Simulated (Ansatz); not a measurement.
Geometry optimisation, Ansatz 0.2.0, RKS PBE0-D4/def2-SVP.

Input:

```yaml
crystal:
  periodic: [false, false, false]
  atoms:
    - { symbol: Al, position_ang: [-0.05025, -0.234824, 0.030805] }
    - { symbol: O, position_ang: [-0.077074, -0.250146, 1.781847] }
    - { symbol: H, position_ang: [-0.897942, -0.446756, 2.243533] }
    - { symbol: H, position_ang: [1.313343, -0.268154, -0.732631] }
    - { symbol: F, position_ang: [-1.513695, -0.344721, -0.751535] }
    - { symbol: F, position_ang: [0.138229, 2.471024, 0.991819] }
    - { symbol: H, position_ang: [0.21389, 1.932078, 1.741962] }
basis:
  gaussian: { orbitals: def2-SVP }
hamiltonian:
  xc: pbe0
  dispersion: d4
relax:
  f_tol: 0.03
  max_steps: 50
```

Run as:

```bash
$ ansatz run input.yaml --threads 1 --pin off --max-ram 2048MiB --backend cpu --events-out ev --progress --plain --runs-dir out
```

Where does it end, and by what steps?

It converged. After 17 steps the energy has fallen by 1.446 eV; H7 moved furthest, 1.15 Å. Parted: F6–H7 (0.93 → 2.40 Å). Joined: Al1–F6 (2.88 → 1.68 Å), O2–H7 (2.20 → 0.97 Å).

| step | energy less start (eV) | largest force component (eV/Å) | accepted |
| --- | --- | --- | --- |
| 0 | 0.0000 | 0.945 | yes |
| 1 | -0.1873 | 0.485 | yes |
| 2 | -0.3913 | 0.704 | yes |
| 3 | -0.5256 | 0.871 | yes |
| 4 | -0.5804 | 0.750 | yes |
| 5 | -0.6319 | 0.599 | yes |
| 6 | -0.6766 | 1.304 | yes |
| 7 | -0.8057 | 2.411 | yes |
| 8 | -1.0239 | 1.332 | yes |
| 9 | -1.2046 | 1.025 | yes |
| 10 | -1.1400 | 5.218 | no |
| 11 | -1.3326 | 0.385 | yes |
| 12 | -1.3907 | 0.408 | yes |
| 13 | -1.4222 | 0.268 | yes |
| 14 | -1.4393 | 0.167 | yes |
| 15 | -1.4452 | 0.041 | yes |
| 16 | -1.4373 | 0.268 | no |
| 17 | -1.4459 | 0.018 | yes |

```xyz
7
Properties=species:S:1:pos:R:3
Al 0.096 0.450 -0.064
O -0.043 0.089 1.882
H -0.916 -0.310 2.023
H 1.356 -0.263 -0.674
F -1.432 -0.184 -0.360
F 0.135 2.111 0.203
H -0.070 0.965 2.297
```

Whether the end is a true minimum wasn't checked by a vibrational analysis.

The run took 76 s on 1 thread of Arm Neoverse N1, on a shared host, peak memory 0.16 GiB.
